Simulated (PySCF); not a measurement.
**Spin-state energies of [FeF6]3-**

[FeF6]3- holds Fe(III), d5, at total charge -3. The structure is a PBE0-D3(BJ)/def2-SVP, IEF-PCM water geometry optimised for multiplicity 6; coordination octahedral, point group Oh, metal–donor distances 1.95 Å.

```
7

Fe    0.0000    0.0000    0.0000
F     1.9517    0.0000    0.0000
F    -1.9517    0.0000    0.0000
F     0.0000    1.9517    0.0000
F     0.0000   -1.9517    0.0000
F     0.0000    0.0000    1.9517
F     0.0000    0.0000   -1.9517
```

Method (PySCF 2.14, density fitting): CASSCF(5,5) with orbitals averaged over all microstates of the shell, strongly contracted NEVPT2 on the averaged canonical orbitals; basis x2c-TZVPall on the metal, x2c-SVPall elsewhere; spin-free X2C; IEF-PCM water; spin-orbit coupling by state interaction with the mean-field operator over all roots.

The unrestricted Kohn–Sham energies use the same basis, Hamiltonian, solvent and geometry. All energies are vertical, in cm⁻¹ above the lowest state with 2S+1 = 6; a negative value means that the lower spin is more stable. A dash marks a spin without a sound unrestricted solution.

| method | 2S+1 = 4 | 2S+1 = 2 |
| --- | --- | --- |
| PBE0 | – | 17272 |

Problem. What do CASSCF and NEVPT2 in the d shell give?

Solution. 
```
method  2S+1 = 4  2S+1 = 2
CASSCF     26401     35299
NEVPT2     20040     25033
```

The active space of the d orbitals alone lacks metal–ligand bonding pairs, which usually tilts NEVPT2 towards high spin.
